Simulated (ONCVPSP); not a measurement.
## What one change does to a pseudopotential (neodymium (Nd), ONCV)

```
Element                 : Nd
Generator               : ONCVPSP 4.0.1
Type                    : optimised norm-conserving Vanderbilt (ONCV)
Functional              : PBE
Relativity              : scalar-relativistic
Frozen core             : [Kr] 4d10 4f3
Valence charge          : 11
Reference configuration : 5s2 5p6 5d1 6s2
Partial waves           : 5s+6s: rc 2.50 bohr, ncon 4, nbas 9, qcut 4.4 1/bohr, 2 projectors; 5p: rc 1.65 bohr, ncon 4, nbas 8, qcut 5 1/bohr, 2 projectors, debl 3.8 Ha; 5d: rc 1.65 bohr, ncon 4, nbas 8, qcut 5.4 1/bohr, local
Local potential         : the d channel
Core correction         : Teter function, fcfact 2.5, rcfact 1.65
```

Change: s: rc 3.36.

Cutoffs: the cutoffs (Ha) at which the residual kinetic energy of the hardest occupied pseudo-wave falls to 1 and 0.1 mHa per electron; they do not see the model core or the augmentation charge, which bear on the density cutoff. Errors are all-electron minus pseudo energies relative to the spin-unpolarised reference configuration.

**Question.** What does the change do?

**Answer.** The potential gets neither clearly harder nor softer (24 Ha and 70 Ha → 24 Ha and 70 Ha); the p channel sets the loose cutoff, while the largest relative change is in s, which becomes softer; of the 4 tests that both files solve, the error grows in 3 and shrinks in 0 by more than 15 % and 0.3 meV (median size 15.7 → 19.1 meV); neither file shows a bound ghost. More of the atom is replaced by a form fitted at one configuration, so other configurations suffer.

| quantity | base | changed |
| --- | --- | --- |
| cutoff, loose | 24 Ha | 24 Ha |
| cutoff, tight | 70 Ha | 70 Ha |
| loose cutoff by channel | s 6.4 Ha, p 24 Ha, d 7.2 Ha | s 3.8 Ha, p 24 Ha, d 7.2 Ha |
| bound ghosts | none | none |
| GHOST(+) flags under 300 eV | none | none |
| error for 5s2 5p6 5d1 6s1, meV [ΔE 6.26 eV] | -2.5 | -3.2 |
| error for 5s2 5p6 5d1 6s0, meV [ΔE 17.70 eV] | -13 | -16 |
| error for 5s2 5p6 5d0 6s0, meV [ΔE 37.20 eV] | -98 | -97 |
| error for 5s2 5p6 5d2 6s0, meV [ΔE 6.70 eV] | -18 | -22 |
| p: phases at 1.67 bohr within 0.05 rad from the reference energy up to (Ha; the scan ends near 5) | to the end of the scan | to the end of the scan |
| d: phases at 1.67 bohr within 0.05 rad from the reference energy up to (Ha; the scan ends near 5) | 3.7 | 3.7 |
| rms error of d²Exc/dni dnj with the model core, mHa | 1.36 | 1.73 |
